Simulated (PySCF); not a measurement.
Static response to an electric field

Species: C5H10OSi.
Geometry (GFN2-xTB, Å), atoms numbered from 1 in this order:
```
atom  x, y, z in Å
C1    -3.0388   -0.3847   -1.3100
C2    -1.7368   -0.3263   -1.0466
C3    -1.1940    0.1055    0.2175
C4     0.1180    0.1680    0.4942
C5     0.6581    0.6195    1.8143
O6     1.0237   -0.1885   -0.4416
Si7    2.6402   -0.2633   -0.5337
H8    -3.4140   -0.7118   -2.2639
H9    -3.7743   -0.1044   -0.5737
H10   -1.0115   -0.6114   -1.7965
H11   -1.8977    0.3959    0.9834
H12    1.3045    1.4852    1.6719
H13    1.2575   -0.1745    2.2595
H14   -0.1481    0.8824    2.4921
H15    3.2437    1.0565   -0.3296
H16    3.1853   -1.1848    0.4670
H17    2.7770   -0.7514   -1.8958
```

Level: wB97X-D/def2-SVPD (PySCF), static field, nuclei fixed, core orbitals frozen in the response. The polarisability tensor in these axes (au):

```
x   137.98   4.41  17.88
y     4.41  69.65   7.44
z    17.88   7.44  89.55
```

Q: Diagonalise the tensor; give its mean and Δα, where Δα² is half the sum of the squared differences of the eigenvalues.

A: Principal values 67.14, 85.61 and 144.43 au; mean 99.06 au = 14.68 Å³ = 16.33 × 10⁻⁴⁰ C²·m²/J; Δα = 69.91 au (71 % of the mean).

Q: What is the dipole moment, and where does it point?

A: (1.36, 0.40, 1.23) D, 1.87 D in size, pointing from the negative to the positive side. Measured along this direction, the outermost atoms are H8 at the negative end and H16, H15, H12 and H13 at the positive end.

Q: Sum over states: ᾱ = Σ f/ω², ω in Eh. What share falls to these 8 lowest TDDFT singlets (eV, f)? 5.45, 0.8279; 5.81, 0.0000; 6.66, 0.0001; 6.77, 0.0003; 6.92, 0.0209; 7.26, 0.0234; 7.28, 0.0423; 7.45, 0.0019.

A: They add up to 21.88 au, 22.1 % of the 99.06 au; the largest single term is 20.60 au, from the state at 5.45 eV. Terms in order: 20.60, 0.00, 0.00, 0.01, 0.32, 0.33, 0.59, 0.02 au. Higher excitations give the rest. The strengths listed sum to 0.917.

Q: Traceless (Buckingham) quadrupole moment about the centre of nuclear charge: eigenvalues?

A: -5.35, 1.01, 4.34 D·Å. The values depend on the origin, since the dipole doesn't vanish. The electronic extent ⟨r²⟩ about the same centre is 1297 bohr², a root-mean-square distance of 2.42 Å for the 62 electrons.

Q: Rayleigh depolarisation ratio (linearly polarised light, static tensor)?

A: ρ = 3Δα²/(45ᾱ² + 4Δα²) = 14664.3/(441568 + 19552.4) = 0.0318.

Isolated species at its GFN2-xTB geometry (one conformer only).

Note: wB97X-D ran without an empirical dispersion term, which enters the total energy and its gradient alone.
